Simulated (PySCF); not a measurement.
## Ionisation energy of Cl²⁺ by level of theory

Cl²⁺ [Ne] 3s2 3p3 (4S) → Cl³⁺ [Ne] 3s2 3p2 (3P), as a difference of total energies. Calculation: PySCF 2.14, in x2c-TZVPPall (5s5p3d1f, 42 functions); scalar relativity by spin-free X2C-1e. Correlated levels: valence and next inner shell: 1s2 frozen. The calculations carry no spin-orbit coupling.

```tsv
method	ionisation energy (eV)
UHF	38.940
MP2 (valence and next inner shell)	39.613
SCS-MP2 (valence and next inner shell)	39.410
CCSD (valence and next inner shell)	39.528
CCSD(T) (valence and next inner shell)	39.560
```

Task: How much does correlation contribute at CCSD(T) (valence and next inner shell)?

Result: 39.560 − (38.940) = 0.620 eV, measured against UHF.

A first-order spin-orbit estimate (lowest level to lowest level, LS coupling) adds -0.104 eV.

Errors of the correlated levels include the incompleteness of this basis and the frozen core.

For comparison: 39.8 ± 0.11 eV (semi-empirical (NIST evaluation); NIST Atomic Spectra Database, ionization energies).
